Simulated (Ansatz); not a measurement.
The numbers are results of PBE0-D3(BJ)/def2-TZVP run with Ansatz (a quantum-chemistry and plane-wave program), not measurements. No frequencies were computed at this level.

Ansatz 0.2 input:
```yaml
crystal:
  periodic: [false, false, false]
  atoms:
    - { symbol: Si, position_ang: [-2.491708, 0.012255, -1.064988] }
    - { symbol: Si, position_ang: [-1.196605, -1.455658, -0.015912] }
    - { symbol: Si, position_ang: [0.61955, -0.586202, 1.119987] }
    - { symbol: Si, position_ang: [1.970447, 0.997694, 0.121697] }
    - { symbol: H, position_ang: [-3.380484, -0.109589, -2.231711] }
    - { symbol: H, position_ang: [-3.204271, 1.050563, -0.305093] }
    - { symbol: H, position_ang: [-0.636234, -2.294051, -1.116539] }
    - { symbol: H, position_ang: [0.083994, -0.036343, 2.380758] }
    - { symbol: H, position_ang: [1.4427, -1.72284, 1.573866] }
    - { symbol: H, position_ang: [2.930193, 1.687589, 0.988259] }
    - { symbol: H, position_ang: [1.118334, 2.037718, -0.469932] }
    - { symbol: H, position_ang: [2.744084, 0.418864, -0.98039] }
basis:
  gaussian: { orbitals: def2-tzvp }
hamiltonian:
  xc: pbe0
  dispersion: d3bj
relax:
  max_steps: 150
```

Output:

```
[...]
mean field -31626.58381573 eV, -1162.2555179595 hartree, gradient 1.3e-5 eV, S^2 0.000000; 0 other end points of the search recorded, 0 dependent functions left out
reference -31626.58385818 eV, -1162.2555195198 hartree; 32, 32 occupied and 164, 164 virtual orbitals, 1424 factors
relax step   3: F+E_penalty+E_count = -31626.91622873 eV  Δ(F+E_penalty+E_count) = -3.385e-2 eV  max|allowed force component| = 1.613e-1 eV/Å  Δτ_max = 0.0552 Å  (30 SCF iters, accepted)
these checks for a lower state are left out or cut short: starts, cluster_reference, orbital_swaps, neighbouring_geometries, increment
1424 factors; their error is unknown
mean field evaluation 32: about -31626.2672 eV, gradient 7.3e0 eV
mean field -31626.58115316 eV, -1162.2554201121 hartree, gradient 2.0e-5 eV, S^2 0.000000; 0 other end points of the search recorded, 0 dependent functions left out
reference -31626.58119539 eV, -1162.2554216638 hartree; 32, 32 occupied and 164, 164 virtual orbitals, 1424 factors
relax step   4: F+E_penalty+E_count = -31626.91798814 eV  Δ(F+E_penalty+E_count) = -1.759e-3 eV  max|allowed force component| = 6.104e-1 eV/Å  Δτ_max = 0.1998 Å  (29 SCF iters, accepted)
these checks for a lower state are left out or cut short: starts, cluster_reference, orbital_swaps, neighbouring_geometries, increment
1424 factors; their error is unknown
mean field -31626.61466136 eV, -1162.2566515158 hartree, gradient 8.9e-6 eV, S^2 0.000000; 0 other end points of the search recorded, 0 dependent functions left out
reference -31626.61470410 eV, -1162.2566530862 hartree; 32, 32 occupied and 164, 164 virtual orbitals, 1424 factors
relax step   5: F+E_penalty+E_count = -31626.94223046 eV  Δ(F+E_penalty+E_count) = -2.424e-2 eV  max|allowed force component| = 1.583e-1 eV/Å  Δτ_max = 0.2000 Å  (30 SCF iters, accepted)
these checks for a lower state are left out or cut short: starts, cluster_reference, orbital_swaps, neighbouring_geometries, increment
1424 factors; their error is unknown
mean field -31626.61911705 eV, -1162.2568152592 hartree, gradient 2.6e-5 eV, S^2 0.000000; 0 other end points of the search recorded, 0 dependent functions left out
reference -31626.61915982 eV, -1162.2568168309 hartree; 32, 32 occupied and 164, 164 virtual orbitals, 1424 factors
relax step   6: F+E_penalty+E_count = -31626.94849666 eV  Δ(F+E_penalty+E_count) = -6.266e-3 eV  max|allowed force component| = 1.352e-1 eV/Å  Δτ_max = 0.1579 Å  (29 SCF iters, accepted)
these checks for a lower state are left out or cut short: starts, cluster_reference, orbital_swaps, neighbouring_geometries, increment
1424 factors; their error is unknown
mean field -31626.61944173 eV, -1162.2568271910 hartree, gradient 1.6e-5 eV, S^2 0.000000; 0 other end points of the search recorded, 0 dependent functions left out
reference -31626.61948415 eV, -1162.2568287499 hartree; 32, 32 occupied and 164, 164 virtual orbitals, 1424 factors
relax step   7: F+E_penalty+E_count = -31626.95050969 eV  Δ(F+E_penalty+E_count) = -2.013e-3 eV  max|allowed force component| = 1.175e-1 eV/Å  Δτ_max = 0.2000 Å  (30 SCF iters, accepted)
these checks for a lower state are left out or cut short: starts, cluster_reference, orbital_swaps, neighbouring_geometries, increment
1424 factors; their error is unknown
mean field evaluation 64: about -31626.6287 eV, gradient 1.1e-4 eV
mean field -31626.62868405 eV, -1162.2571668400 hartree, gradient 1.5e-5 eV, S^2 0.000000; 0 other end points of the search recorded, 0 dependent functions left out
reference -31626.62872648 eV, -1162.2571683993 hartree; 32, 32 occupied and 164, 164 virtual orbitals, 1424 factors
relax step   8: F+E_penalty+E_count = -31626.95938616 eV  Δ(F+E_penalty+E_count) = -8.876e-3 eV  max|allowed force component| = 1.702e-2 eV/Å  Δτ_max = 0.0813 Å  (28 SCF iters, accepted)
these checks for a lower state are left out or cut short: starts, cluster_reference, orbital_swaps, neighbouring_geometries, increment
1424 factors; their error is unknown
mean field -31626.63003276 eV, -1162.2572164042 hartree, gradient 9.5e-6 eV, S^2 0.000000; 0 other end points of the search recorded, 0 dependent functions left out
reference -31626.63007520 eV, -1162.2572179639 hartree; 32, 32 occupied and 164, 164 virtual orbitals, 1424 factors
relax step   9: F+E_penalty+E_count = -31626.96017566 eV  Δ(F+E_penalty+E_count) = -7.895e-4 eV  max|allowed force component| = 1.264e-2 eV/Å  Δτ_max = 0.0285 Å  (29 SCF iters, accepted)
these checks for a lower state are left out or cut short: starts, cluster_reference, orbital_swaps, neighbouring_geometries, increment
1424 factors; their error is unknown
mean field -31626.63154128 eV, -1162.2572718411 hartree, gradient 1.1e-5 eV, S^2 0.000000; 0 other end points of the search recorded, 0 dependent functions left out
reference -31626.63158373 eV, -1162.2572734011 hartree; 32, 32 occupied and 164, 164 virtual orbitals, 1424 factors
relax step  10: F+E_penalty+E_count = -31626.96121686 eV  Δ(F+E_penalty+E_count) = -1.041e-3 eV  max|allowed force component| = 1.868e-2 eV/Å  Δτ_max = 0.0494 Å  (28 SCF iters, accepted)
these checks for a lower state are left out or cut short: starts, cluster_reference, orbital_swaps, neighbouring_geometries, increment
1424 factors; their error is unknown
mean field -31626.63270321 eV, -1162.2573145414 hartree, gradient 1.4e-5 eV, S^2 0.000000; 0 other end points of the search recorded, 0 dependent functions left out
reference -31626.63274581 eV, -1162.2573161070 hartree; 32, 32 occupied and 164, 164 virtual orbitals, 1424 factors
relax step  11: F+E_penalty+E_count = -31626.96159768 eV  Δ(F+E_penalty+E_count) = -3.808e-4 eV  max|allowed force component| = 1.130e-1 eV/Å  Δτ_max = 0.1651 Å  (29 SCF iters, accepted)
these checks for a lower state are left out or cut short: starts, cluster_reference, orbital_swaps, neighbouring_geometries, increment
1424 factors; their error is unknown
mean field -31626.63429808 eV, -1162.2573731518 hartree, gradient 1.0e-5 eV, S^2 0.000000; 0 other end points of the search recorded, 0 dependent functions left out
reference -31626.63434067 eV, -1162.2573747170 hartree; 32, 32 occupied and 164, 164 virtual orbitals, 1424 factors
relax step  12: F+E_penalty+E_count = -31626.96359242 eV  Δ(F+E_penalty+E_count) = -1.995e-3 eV  max|allowed force component| = 6.007e-2 eV/Å  Δτ_max = 0.0337 Å  (29 SCF iters, accepted)
these checks for a lower state are left out or cut short: starts, cluster_reference, orbital_swaps, neighbouring_geometries, increment
1424 factors; their error is unknown
mean field evaluation 96: about -31626.5027 eV, gradient 1.3e-3 eV
mean field -31626.63531532 eV, -1162.2574105346 hartree, gradient 1.3e-5 eV, S^2 0.000000; 0 other end points of the search recorded, 0 dependent functions left out
reference -31626.63535795 eV, -1162.2574121013 hartree; 32, 32 occupied and 164, 164 virtual orbitals, 1424 factors
relax step  13: F+E_penalty+E_count = -31626.96450703 eV  Δ(F+E_penalty+E_count) = -9.146e-4 eV  max|allowed force component| = 3.027e-2 eV/Å  Δτ_max = 0.0156 Å  (28 SCF iters, accepted)
these checks for a lower state are left out or cut short: starts, cluster_reference, orbital_swaps, neighbouring_geometries, increment
1424 factors; their error is unknown
mean field -31626.63645551 eV, -1162.2574524357 hartree, gradient 1.1e-5 eV, S^2 0.000000; 0 other end points of the search recorded, 0 dependent functions left out
reference -31626.63649822 eV, -1162.2574540056 hartree; 32, 32 occupied and 164, 164 virtual orbitals, 1424 factors
relax step  14: F+E_penalty+E_count = -31626.96564125 eV  Δ(F+E_penalty+E_count) = -1.134e-3 eV  max|allowed force component| = 1.663e-2 eV/Å  Δτ_max = 0.0451 Å  (28 SCF iters, accepted)
these checks for a lower state are left out or cut short: starts, cluster_reference, orbital_swaps, neighbouring_geometries, increment
1424 factors; their error is unknown
mean field -31626.63896721 eV, -1162.2575447391 hartree, gradient 2.4e-5 eV, S^2 0.000000; 0 other end points of the search recorded, 0 dependent functions left out
reference -31626.63901029 eV, -1162.2575463222 hartree; 32, 32 occupied and 164, 164 virtual orbitals, 1424 factors
relax step  15: F+E_penalty+E_count = -31626.96712372 eV  Δ(F+E_penalty+E_count) = -1.482e-3 eV  max|allowed force component| = 6.312e-2 eV/Å  Δτ_max = 0.1973 Å  (28 SCF iters, accepted)
these checks for a lower state are left out or cut short: starts, cluster_reference, orbital_swaps, neighbouring_geometries, increment
1424 factors; their error is unknown
mean field -31626.63969748 eV, -1162.2575715761 hartree, gradient 1.2e-5 eV, S^2 0.000000; 0 other end points of the search recorded, 0 dependent functions left out
reference -31626.63974055 eV, -1162.2575731590 hartree; 32, 32 occupied and 164, 164 virtual orbitals, 1424 factors
relax step  16: F+E_penalty+E_count = -31626.96792348 eV  Δ(F+E_penalty+E_count) = -7.998e-4 eV  max|allowed force component| = 4.854e-2 eV/Å  Δτ_max = 0.0228 Å  (28 SCF iters, accepted)
these checks for a lower state are left out or cut short: starts, cluster_reference, orbital_swaps, neighbouring_geometries, increment
1424 factors; their error is unknown
mean field evaluation 128: about -31626.6409 eV, gradient 1.3e-5 eV
mean field -31626.64094201 eV, -1162.2576173117 hartree, gradient 1.3e-5 eV, S^2 0.000000; 0 other end points of the search recorded, 0 dependent functions left out
reference -31626.64098513 eV, -1162.2576188962 hartree; 32, 32 occupied and 164, 164 virtual orbitals, 1424 factors
relax step  17: F+E_penalty+E_count = -31626.96877378 eV  Δ(F+E_penalty+E_count) = -8.503e-4 eV  max|allowed force component| = 3.971e-2 eV/Å  Δτ_max = 0.0222 Å  (28 SCF iters, accepted)
these checks for a lower state are left out or cut short: starts, cluster_reference, orbital_swaps, neighbouring_geometries, increment
1424 factors; their error is unknown
mean field -31626.64176356 eV, -1162.2576475032 hartree, gradient 1.3e-5 eV, S^2 0.000000; 0 other end points of the search recorded, 0 dependent functions left out
reference -31626.64180680 eV, -1162.2576490921 hartree; 32, 32 occupied and 164, 164 virtual orbitals, 1424 factors
relax step  18: F+E_penalty+E_count = -31626.96922692 eV  Δ(F+E_penalty+E_count) = -4.531e-4 eV  max|allowed force component| = 1.948e-2 eV/Å  Δτ_max = 0.0618 Å  (28 SCF iters, accepted)
these checks for a lower state are left out or cut short: starts, cluster_reference, orbital_swaps, neighbouring_geometries, increment
1424 factors; their error is unknown
mean field -31626.64257764 eV, -1162.2576774200 hartree, gradient 1.0e-5 eV, S^2 0.000000; 0 other end points of the search recorded, 0 dependent functions left out
reference -31626.64262098 eV, -1162.2576790126 hartree; 32, 32 occupied and 164, 164 virtual orbitals, 1424 factors
relax step  19: F+E_penalty+E_count = -31626.96944530 eV  Δ(F+E_penalty+E_count) = -2.184e-4 eV  max|allowed force component| = 2.513e-2 eV/Å  Δτ_max = 0.0516 Å  (27 SCF iters, accepted)
these checks for a lower state are left out or cut short: starts, cluster_reference, orbital_swaps, neighbouring_geometries, increment
1424 factors; their error is unknown
mean field -31626.64283378 eV, -1162.2576868331 hartree, gradient 1.2e-5 eV, S^2 0.000000; 0 other end points of the search recorded, 0 dependent functions left out
reference -31626.64287715 eV, -1162.2576884267 hartree; 32, 32 occupied and 164, 164 virtual orbitals, 1424 factors
relax step  20: F+E_penalty+E_count = -31626.96954289 eV  Δ(F+E_penalty+E_count) = -9.759e-5 eV  max|allowed force component| = 2.839e-2 eV/Å  Δτ_max = 0.0195 Å  (28 SCF iters, accepted)
these checks for a lower state are left out or cut short: starts, cluster_reference, orbital_swaps, neighbouring_geometries, increment
1424 factors; their error is unknown
mean field -31626.64303639 eV, -1162.2576942787 hartree, gradient 2.1e-5 eV, S^2 0.000000; 0 other end points of the search recorded, 0 dependent functions left out
reference -31626.64307975 eV, -1162.2576958723 hartree; 32, 32 occupied and 164, 164 virtual orbitals, 1424 factors
relax step  21: F+E_penalty+E_count = -31626.96963316 eV  Δ(F+E_penalty+E_count) = -9.027e-5 eV  max|allowed force component| = 8.997e-3 eV/Å  Δτ_max = 0.0060 Å  (24 SCF iters, accepted)
1424 factors; their error is unknown
mean field evaluation 160: about -31626.2289 eV, gradient 9.0e0 eV
mean field -31626.64303639 eV, -1162.2576942787 hartree, gradient 2.1e-5 eV, S^2 0.000000; 1 other end points of the search recorded, 0 dependent functions left out
reference -31626.64307975 eV, -1162.2576958723 hartree; 32, 32 occupied and 164, 164 virtual orbitals, 1424 factors
Total energy: -31626.96967653 eV, -1162.2696980823 hartree
Atom 0 at    -2.740559    -0.125062    -0.884882 Å, force     0.000474    -0.004564     0.001491 eV/Å
Atom 1 at    -0.922615    -1.205868    -0.515695 Å, force    -0.008997     0.002771    -0.002256 eV/Å
Atom 2 at     0.507572    -0.392540     1.111305 Å, force     0.003413    -0.000532     0.001957 eV/Å
Atom 3 at     2.164483     0.929097     0.122252 Å, force     0.005317     0.004039    -0.003622 eV/Å
Atom 4 at    -3.684118    -0.457653    -1.978589 Å, force     0.003193     0.000645     0.000814 eV/Å
Atom 5 at    -3.361246     0.669281     0.200537 Å, force    -0.002172     0.002711     0.000458 eV/Å
Atom 6 at    -0.332079    -1.956053    -1.653401 Å, force     0.002274    -0.003643    -0.003981 eV/Å
Atom 7 at    -0.317988     0.413807     2.051365 Å, force     0.000397     0.000973     0.001077 eV/Å
Atom 8 at     1.127986    -1.517824     1.865468 Å, force     0.000060     0.000139    -0.001253 eV/Å
Atom 9 at     3.179618     1.375028     1.116143 Å, force    -0.002415    -0.000946    -0.002907 eV/Å
Atom 10 at     1.529302     2.123464    -0.494429 Å, force     0.001781    -0.005027     0.001316 eV/Å
Atom 11 at     2.849645     0.144323    -0.940072 Å, force    -0.003325     0.003434     0.006906 eV/Å
Dipole moment:     0.002733     0.027742     0.010739 e Å
```

Cost: around 2.8 core-minutes (rough).
